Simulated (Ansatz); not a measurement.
`[CH3][Al]1[CH]=[C]1F` + H₂O → `[OH][Al]1[CH]=[C]1F` + CH₄ at 700 K and 1 bar (formal hydrolysis of the Al–C bond).

Computed with Ansatz on PBE0-D4/def2-TZVP structures; ΔE is electronic, products minus reactants. CBS: MP2 limit from def2 TZ/QZ plus the TZ coupled-cluster correction, frozen cores. This one scheme is used for every species. Each species was taken in one conformer, which may not be the lowest.

```
               species  CCSD(T)/CBS energy (Eh)  H − E (kJ/mol)  S (J/(mol·K))
`[CH3][Al]1[CH]=[C]1F`               -458.30203           222.9          449.5
                   H₂O                -76.37941            80.5          218.4
 `[OH][Al]1[CH]=[C]1F`               -494.26592           157.0          409.1
                   CH₄                -40.46206           145.9          224.0
```

H − E and S are ideal-gas, rigid-rotor, harmonic terms from PBE0-D4/def2-TZVP, for one conformer and one mirror image of each species. 1 Eh = 2625.50 kJ/mol, R = 8.31446 J/(mol·K).

Task: By hand: ΔE, ΔH, ΔS and ΔG.

Result: ΔE = (-494.26592) + (-40.46206) − (-458.30203) − (-76.37941) = -0.04654 Eh = -122.2 kJ/mol. Δ(H − E) = 157.0 + 145.9 − 222.9 − 80.5 = -0.5, so ΔH = -122.7 kJ/mol. ΔS = 409.1 + 224.0 − 449.5 − 218.4 = -34.8 J/(mol·K). ΔG = -122.7 − 700 × (-34.8)/1000 = -98.3 kJ/mol.

Task: By hand: the equilibrium constant, and the temperature at which ΔG would vanish if ΔH and ΔS stayed fixed.

Result: log₁₀ K = −ΔG/(RT ln 10) = 7.3. ΔG = 0 at ΔH/ΔS = 3526 K, far beyond where these terms or the molecules hold.

ΔH outweighs TΔS. A doubt of 5 kJ/mol in ΔE shifts log₁₀ K by 0.4 here. Other conformers and mirror images would add mixing entropy, several J/(mol·K) or more a flexible species. Modes under 60 cm⁻¹, often nearly free rotors, make the harmonic entropy too high. These are equilibria of isolated gas molecules and say nothing of rates. Largest T1 diagnostic: 0.015 (customary marks: 0.02 for closed shells, 0.045 for open ones).
